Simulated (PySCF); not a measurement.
Species: C₃H₁₂BN.
Z-matrix (Å and degrees, PBE0-D3(BJ)/def2-SVP geometry), rows numbered from 1:
```
C 
B   1  1.6128
N   2  1.6369  1  107.41
C   3  1.4699  2  115.57  1  -179.97
C   4  1.5147  3  113.55  2  -179.79
H   1  1.1022  2  109.63  3   179.95
H   1  1.1065  2  113.72  3   -61.59
H   1  1.1065  2  113.71  3    61.48
H   2  1.2314  1  114.16  3  -115.00
H   2  1.2315  1  114.14  3   114.98
H   3  1.0228  2  107.71  1   -56.59
H   3  1.0228  2  107.63  1    56.70
H   4  1.0994  3  106.56  2    56.81
H   4  1.0994  3  106.54  2   -56.41
H   5  1.1019  4  111.76  3   -60.54
H   5  1.1019  4  111.73  3    60.64
H   5  1.0996  4  110.31  3  -179.95
```

Theory: PySCF 2.14.0, PBE0-D3(BJ)/def2-SVP geometry optimisation, gas phase.

Take the most abundant isotopes and a rigid rotor. The values belong to one conformer with, in the numbering `[CH3:1][BH2-:2][NH2+:3][CH2:4][CH3:5]`, C1–B2–N3–C4 180°, B2–N3–C4–C5 180°.

Question: Give the principal moments of inertia and the rotational constants in cm⁻¹.

Answer: Ia = 32.24, Ib = 262.47, Ic = 278.34 u·Å²; 505379 MHz·u·Å²/I gives 15675, 1925 and 1816 MHz, that is A = 0.52287, B = 0.06423, C = 0.06057 cm⁻¹.

Question: Classify the top.

Answer: A near-prolate asymmetric top; Ray's κ = -0.984.

Question: Is it planar, by Δ = Ic − Ia − Ib?

Answer: Not planar: Δ = Ic − Ia − Ib = -16.38 u·Å². For a rigid frame Δ = −2 Σ m c², so Σ m c² = 8.19 u·Å² lies off the ab plane, practically all of it from hydrogen. The atom farthest from that plane is 1.02 Å away.

Question: Give the other two planar moments, Paa and Pbb, and the rms extents of the mass along the axes.

Answer: Paa = Σ m a² = (Ib + Ic − Ia)/2 = 254.29 and Pbb = Σ m b² = (Ia + Ic − Ib)/2 = 24.05 u·Å². With the mass M = 73.11 u, the rms extents √(P/M) along a, b and c are 1.87, 0.57, 0.33 Å.

Question: Give the coordinates in the principal-axis frame, origin at the centre of mass.

Answer: The sense of each axis is arbitrary; atoms in the order of the calculation.
```
atom  mass (u)   a (Å)   b (Å)   c (Å)
  C1    12.000  -2.587  -0.395   0.000
  B2    11.009  -1.344   0.634  -0.001
  N3    14.003   0.029  -0.257   0.001
  C4    12.000   1.283   0.510   0.001
  C5    12.000   2.524  -0.359  -0.001
  H6     1.008  -3.534   0.169  -0.001
  H7     1.008  -2.622  -1.052  -0.890
  H8     1.008  -2.622  -1.049   0.891
  H9     1.008  -1.260   1.323   1.016
 H10     1.008  -1.258   1.318  -1.021
 H11     1.008  -0.003  -0.875   0.816
 H12     1.008  -0.002  -0.876  -0.812
 H13     1.008   1.248   1.167   0.882
 H14     1.008   1.246   1.169  -0.878
 H15     1.008   2.570  -1.007   0.889
 H16     1.008   2.569  -1.003  -0.895
 H17     1.008   3.428   0.267   0.000
```

Question: Where do the levels up to J = 2 lie, in cm⁻¹?

Answer: Above 0(0,0):
J = 1: 1(0,1) 0.1248, 1(1,1) 0.5834, 1(1,0) 0.5871
J = 2: 2(0,2) 0.3744, 2(1,2) 0.8294, 2(1,1) 0.8403, 2(2,1) 2.2163, 2(2,0) 2.2163

Question: Which types of transition are allowed, and where do some lines up to J = 2 fall?

Answer: The dipole components are |μa| = 4.78 D, |μb| = 2.69 D, |μc| = 0.00 D; the mirror of this Cs structure is the ab plane, so μc vanishes by symmetry (the 0.01 D computed is a residue) and there are no c-type lines. The squared components, which scale the intensities, stand as 1.00 : 0.32 (a : b). Some lines, for components of 0.1 D or more:

```json
{"type": "a", "branch": "Q", "J(Ka,Kc)": "2(1,1) ← 2(1,2)", "MHz": "329", "lower level (cm⁻¹)": "0.829"}
{"type": "a", "branch": "R", "J(Ka,Kc)": "1(0,1) ← 0(0,0)", "MHz": "3741", "lower level (cm⁻¹)": "0.000"}
{"type": "a", "branch": "R", "J(Ka,Kc)": "2(1,2) ← 1(1,1)", "MHz": "7373", "lower level (cm⁻¹)": "0.583"}
{"type": "a", "branch": "R", "J(Ka,Kc)": "2(0,2) ← 1(0,1)", "MHz": "7482", "lower level (cm⁻¹)": "0.125"}
{"type": "a", "branch": "R", "J(Ka,Kc)": "2(1,1) ← 1(1,0)", "MHz": "7592", "lower level (cm⁻¹)": "0.587"}
{"type": "b", "branch": "Q", "J(Ka,Kc)": "1(1,0) ← 1(0,1)", "MHz": "13860", "lower level (cm⁻¹)": "0.125"}
{"type": "b", "branch": "Q", "J(Ka,Kc)": "2(1,1) ← 2(0,2)", "MHz": "13970", "lower level (cm⁻¹)": "0.374"}
{"type": "b", "branch": "R", "J(Ka,Kc)": "1(1,1) ← 0(0,0)", "MHz": "17491", "lower level (cm⁻¹)": "0.000"}
{"type": "b", "branch": "R", "J(Ka,Kc)": "2(1,2) ← 1(0,1)", "MHz": "21123", "lower level (cm⁻¹)": "0.125"}
{"type": "b", "branch": "Q", "J(Ka,Kc)": "2(2,0) ← 2(1,1)", "MHz": "41250", "lower level (cm⁻¹)": "0.840"}
{"type": "b", "branch": "Q", "J(Ka,Kc)": "2(2,1) ← 2(1,2)", "MHz": "41579", "lower level (cm⁻¹)": "0.829"}
{"type": "b", "branch": "R", "J(Ka,Kc)": "2(2,1) ← 1(1,0)", "MHz": "48842", "lower level (cm⁻¹)": "0.587"}
{"type": "b", "branch": "R", "J(Ka,Kc)": "2(2,0) ← 1(1,1)", "MHz": "48952", "lower level (cm⁻¹)": "0.583"}
```

Question: Estimate the classical rotational partition function at 50 K, 200 K and 298.15 K.

Answer: Point group Cs, symmetry number σ = 1; q = (√π/σ)·√((kT/h)³/(ABC)), k/h = 20836.6 MHz/K: 8050 at 50 K, 64400 at 200 K, 117000 at 298.15 K.

PBE0-D3(BJ)/def2-SVP frequencies: not computed here. These are rigid-rotor constants of the computed structure; measured ground-state constants (B0) also hold zero-point vibration. A rigid rotor knows nothing of internal rotation, which can split or shift real lines. Quadrupole hyperfine structure (11B, 14N) is left out.

Rough CPU time on one thread of a shared machine: about 80 s. These figures are those of the optimisation.
